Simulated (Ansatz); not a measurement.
Reaction (ligand exchange at the Si–O bond): `[NH2][AlH][SiH2]O` + CH₃SH → `CS[SiH2][AlH][NH2]` + H₂O

Gas-phase electronic energies from Ansatz, PBE0-D4/def2-TZVP geometries. CCSD(T)/CBS is the MP2 limit (def2-TZVPP, def2-QZVPP) plus CCSD(T) − MP2 in def2-TZVPP, frozen cores. This one scheme is used for every species. Each species was taken in one conformer, which may not be the lowest.

`[NH2][AlH][SiH2]O`:

Z-matrix (Å, degrees):
```
Si
Al 1 2.466
O 1 1.666 2 112.2
H 1 1.498 2 111.5 3 -124.3
H 1 1.490 2 112.0 3 117.1
N 2 1.771 1 115.9 3 -8.9
H 2 1.589 1 126.9 3 170.1
H 3 0.958 1 116.4 2 -59.9
H 6 1.008 2 125.3 1 179.4
H 6 1.008 2 124.5 1 -4.5
```

CH₃SH:

Z-matrix (Å, degrees):
```
C
S 1 1.806
H 1 1.089 2 111.5
H 1 1.089 2 111.5 3 -123.8
H 1 1.090 2 106.2 3 118.1
H 2 1.342 1 97.1 3 61.9
```

`CS[SiH2][AlH][NH2]`:

```xyz
13

C     1.543    1.385   -0.128
S     1.514    0.688    1.547
Si    0.553   -1.194    1.146
Al   -1.686   -0.675    0.297
N    -1.817   -0.211   -1.407
H     1.969    2.385   -0.048
H     2.172    0.786   -0.787
H     0.539    1.464   -0.549
H     1.408   -2.002    0.223
H     0.546   -1.878    2.469
H    -3.004   -0.581    1.175
H    -1.071   -0.265   -2.082
H    -2.666    0.098   -1.854
```

H₂O:

Cartesian coordinates in Å:
```
O -0.151 -0.006 0.359
H 0.361 0.697 -0.048
H -0.210 -0.690 -0.311
```

```
             species  CCSD/CBS(def2) energy (Eh)
 `[NH2][AlH][SiH2]O`                  -664.62534
               CH₃SH                  -438.21275
`CS[SiH2][AlH][NH2]`                 -1026.46032
                 H₂O                   -76.37179
```

Q: Work out ΔE.

A: ΔE = (-1026.46032) + (-76.37179) − (-664.62534) − (-438.21275) = 0.00598 Eh = +3.8 kcal/mol. CCSD(T)/CBS gives +2.6 kcal/mol.

Largest T1 diagnostic among the species: 0.012.

The D4 term adds −2.9 kcal/mol with B3LYP and −1.7 kcal/mol with PBE0; it sums over pairs of atoms, weighted by their polarisabilities, and B3LYP, whose exchange is more repulsive, gets the larger term. In def2-TZVPP, CCSD(T) changes the Hartree–Fock value by −5.7 kcal/mol (the triples alone add −1.2 kcal/mol) and MP2 by −6.8 kcal/mol.

B3LYP here is the variant with VWN-RPA as its local correlation; programs differ in this.
